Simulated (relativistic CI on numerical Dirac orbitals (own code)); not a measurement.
## Electric-dipole transitions in Bi53+

Method of calculation: Dirac-Coulomb-Breit CI, KLI orbitals optimised for each configuration, model QED (radiative potential, 1s self-energy scaled to tabulated hydrogen-like ionisation energies), unscaled Slater integrals (own radial code, finite nucleus).

CI space (outside the closed core [Ar]): 3d10 4s2, 3d10 4s 4p, 3d10 4p2, 3d10 4s 4d, 3d10 4s 4f, 3d10 4d2, 3d10 4p 4d, 3d10 4f2, 3d10 4p 4f, 3d10 4d 4f, 3d10 4s 5s, 3d10 4s 5p, 3d10 4s 5d, 3d10 4s 5f, 3d10 4s 5g, 3d10 4s 6s, 3d10 4s 6p, 3d10 4s 6d, 3d10 4s 6f, 3d9 4s2 4p, 3d10 4s 7s, 3d9 4s2 4d, 3d9 4s2 4f, 3d9 4s2 5s, 3d9 4s2 5p, 3d9 4s2 5d. Double excitations out of closed p, d and f shells are left out; levels of such configurations are missing from the list, as are those of other unlisted configurations, and high levels can miss mixing partners. These lack a partner that the ground configuration has and come out too high: 3d9 4s2 4p, 3d9 4s2 4d, 3d9 4s2 4f, 3d9 4s2 5s, 3d9 4s2 5p.

| λ vac (nm) | Lower | Upper | A (s⁻¹) | log gf | S velocity/length |
| --- | --- | --- | --- | --- | --- |
| 0.42233 | 3d10 4s2 1S_0 [1] | 3d9 4s2 4f 1P°_1 [168] | 6.97e+14 | 0.75 | 0.92 |
| 0.43852 | 3d10 4s2 1S_0 [1] | 3d9 4s2 4f 3D°_1 [160] | 3.17e+14 | 0.44 | 0.92 |
| 0.95718 | 3d10 4s 4p 3P°_2 [5] | 3d10 4s 5d 3D_3 [93] | 1.18e+13 | 0.06 | 0.98 |
| 1.0402 | 3d10 4s 4d 3D_1 [9] | 3d10 4s 5f 3F°_2 [95] | 1.93e+13 | 0.19 | 0.97 |
| 1.0444 | 3d10 4s 4d 3D_2 [10] | 3d10 4s 5f 3F°_3 [96] | 2.02e+13 | 0.36 | 0.97 |
| 1.0694 | 3d10 4s 4d 3D_3 [11] | 3d10 4s 5f 3F°_4 [97] | 2.33e+13 | 0.56 | 0.97 |
| 1.0777 | 3d10 4s 4d 1D_2 [12] | 3d10 4s 5f 1F°_3 [98] | 2.12e+13 | 0.41 | 0.97 |
| 1.2276 | 3d10 4s 4f 3F°_3 [19] | 3d10 4s 5g 3G_4 [100] | 3.64e+13 | 0.87 | 0.97 |
| 1.2287 | 3d10 4s 4f 3F°_2 [20] | 3d10 4s 5g 3G_3 [99] | 3.93e+13 | 0.79 | 0.97 |
| 1.2375 | 3d10 4s 4f 3F°_4 [21] | 3d10 4s 5g 3G_5 [101] | 4.25e+13 | 1.03 | 0.97 |
| 1.2398 | 3d10 4s 4f 1F°_3 [22] | 3d10 4s 5g 1G_4 [102] | 3.65e+13 | 0.88 | 0.97 |
| 3.3200 | 3d10 4p2 1D_2 [8] | 3d10 4p 4d 3F°_3 [26] | 1.38e+12 | 0.20 | 1.01 |
| 3.3384 | 3d10 4s 4p 3P°_1 [3] | 3d10 4s 4d 3D_2 [10] | 2.33e+12 | 0.29 | 1.00 |
| 3.3407 | 3d10 4p2 3P_0 [4] | 3d10 4p 4d 3D°_1 [15] | 2.58e+12 | 0.11 | 1.01 |
| 3.4210 | 3d10 4p 4d 3F°_3 [18] | 3d10 4d2 1G_4 [38] | 1.32e+12 | 0.32 | 1.03 |
| 3.4480 | 3d10 4p 4f 3G_3 [29] | 3d10 4d 4f 3H°_4 [52] | 1.75e+12 | 0.45 | 1.06 |
| 3.4739 | 3d10 4p 4d 3D°_1 [15] | 3d10 4d2 3F_2 [35] | 1.94e+12 | 0.25 | 1.02 |
| 3.8903 | 3d10 4s 4p 3P°_2 [5] | 3d10 4p2 3P_2 [14] | 1.14e+12 | 0.11 | 1.00 |
| 3.9774 | 3d10 4s2 1S_0 [1] | 3d10 4s 4p 1P°_1 [6] | 1.67e+12 | 0.07 | 0.85 |
| 4.0161 | 3d10 4s 4d 3D_2 [10] | 3d10 4p 4d 3F°_3 [26] | 1.71e+12 | 0.46 | 1.01 |
| 4.0430 | 3d10 4s 4p 3P°_1 [3] | 3d10 4p2 1D_2 [8] | 6.90e+11 | -0.07 | 1.01 |
| 4.0702 | 3d10 4s 4f 3F°_4 [21] | 3d10 4p 4f 3G_5 [45] | 9.07e+11 | 0.39 | 1.01 |
| 4.1580 | 3d10 4s 4p 1P°_1 [6] | 3d10 4p2 3P_2 [14] | 1.41e+12 | 0.26 | 1.01 |
| 4.1644 | 3d10 4s 4d 3D_3 [11] | 3d10 4p 4d 3F°_4 [27] | 1.24e+12 | 0.46 | 1.01 |
| 5.1606 | 3d10 4p 4d 3F°_3 [26] | 3d10 4d2 3F_4 [47] | 1.01e+12 | 0.56 | 1.03 |
| 5.3704 | 3d10 4p2 3P_2 [14] | 3d10 4p 4d 3D°_3 [30] | 1.11e+12 | 0.53 | 1.01 |
| 5.4010 | 3d10 4s 4p 3P°_2 [5] | 3d10 4s 4d 3D_3 [11] | 5.65e+11 | 0.24 | 1.01 |
| 5.5670 | 3d10 4p2 1D_2 [8] | 3d10 4p 4d 3F°_3 [18] | 3.73e+11 | 0.08 | 1.01 |
| 5.6421 | 3d10 4p 4d 3D°_3 [30] | 3d10 4d2 3F_4 [50] | 1.23e+12 | 0.72 | 1.04 |
| 5.9664 | 3d10 4d2 3F_4 [50] | 3d10 4d 4f 1H°_5 [70] | 9.52e+11 | 0.75 | 1.10 |

Terms are leading LS components. Brackets give the number of a level in order of energy, since labels repeat. The list gives strong lines, with weight on those to low levels, among the lowest 168 of 202 levels, so that lines to higher ones, which can be the strongest, are missing. Levels whose partners in the same complex of configurations lie outside the list can be far off, and so can their lines. Rates are taken at the computed energies, electric ones in the length gauge. A velocity-to-length ratio far from 1 marks an uncertain rate.

At this charge energies of transitions that change n are usually good to better than 1 %, and those within a shell (Δn = 0) to a few per cent.

LS names give the leading component of a level, which can be under half, so a name can repeat, a term be missing and a line seem to break the LS rules.
